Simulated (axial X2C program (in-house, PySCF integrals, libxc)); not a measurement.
## Potential curves of TaF⁻, with spin–orbit coupling

Computed with an in-house relativistic program for diatomic molecules. Two-component (2c) means X2C with spin–orbit coupling and atomic mean-field two-electron Coulomb and Gaunt terms. Basis: Ta dyall-acv3z [14s15p10d7f4g], F dyall-av3z [7s6p3d2f] (cores contracted in-house); Gaussian nuclei, density fitting, unrestricted open shells. Masses: Ta 180.948 u, F 18.998 u.

State: Ω = 1/2 (⟨Sz⟩ = 1.45, ⟨Lz⟩ = -0.95 at BP86). Energies in cm⁻¹ from the lowest point of each curve. Fits are polynomials in 1 − R0/R over 0.85 to 1.23 times the lowest point R0.

```
 R (Å)  BP86
1.6521  7585
1.7281  2992
1.7851  1117
1.8420   206
1.8990     0
1.9655   393
2.0319  1253
2.1174  2795
2.2218  5030
2.3738  8462
```

The state is one determinant whose occupation by symmetry is held fixed; it was picked as the lowest of a PBE0 search that is not exhaustive. Density functionals use the spin component along the axis (collinear). The highest occupied level is positive at some bond lengths even in Hartree–Fock (under at least one Hamiltonian), so the basis set holds the extra electron there; where that holds at Re the anion is at best weakly bound and its constants depend on the basis. Other states lie close and PBE0, whose exact exchange favours high spin, may order them wrongly; the determinant shown need not be the ground state. The nearest other 2c determinant of the search, Ω = 1/2, lies 0.23 eV up at the distance of the search. The functionals have no current-density term, which raises determinants with orbital currents, atoms included. With several unpaired electrons one determinant need not be a pure state. The determinant is spin-polarised beyond a pure state at some levels (its spin-free form has ⟨S²⟩ too high), which makes Re and μ there less reliable.

Problem. Fit the BP86 curve near its minimum: give the equilibrium distance and the harmonic wavenumber.

Solution. At BP86, 2c: Re = 1.891 Å, ωe ≈ 566 cm⁻¹; Be follows as 0.274 cm⁻¹.
